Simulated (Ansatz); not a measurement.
Relaxation of Cl₂F₂Ge (5 atoms, charge 0, multiplicity 1), to a largest force component of 0.02 eV/Å in at most 40 steps.

Method: RKS r2SCAN/def2-SVP in Ansatz 0.2.0.

```xyz
5
Properties=species:S:1:pos:R:3
Ge 0.000 0.000 0.000
Cl 0.000 0.000 2.220
F 1.584 0.000 -0.559
Cl -1.046 1.812 -0.739
F -0.791 -1.371 -0.559
```

Q: Where does it end, and by what steps?

A: The run converged. After 3 steps the energy has fallen by 0.228 eV; Ge1 moved furthest, 0.07 Å.

```json
{"step": "0", "energy less start (eV)": "0.0000", "largest force component (eV/Å)": "2.347", "accepted": "yes"}
{"step": "1", "energy less start (eV)": "-0.2104", "largest force component (eV/Å)": "0.803", "accepted": "yes"}
{"step": "2", "energy less start (eV)": "-0.2261", "largest force component (eV/Å)": "0.055", "accepted": "yes"}
{"step": "3", "energy less start (eV)": "-0.2275", "largest force component (eV/Å)": "0.014", "accepted": "yes"}
```

```xyz
5
Properties=species:S:1:pos:R:3
Ge -0.028 0.050 0.041
Cl 0.006 -0.010 2.152
F 1.579 0.009 -0.552
Cl -1.012 1.753 -0.728
F -0.797 -1.362 -0.552
```

Whether the end is a true minimum wasn't checked by a vibrational analysis.

Run time: 9.7 s on 2 threads of Intel(R) Xeon(R) 6975P-C (Granite Rapids), with other jobs on the host, peak memory 0.17 GiB.
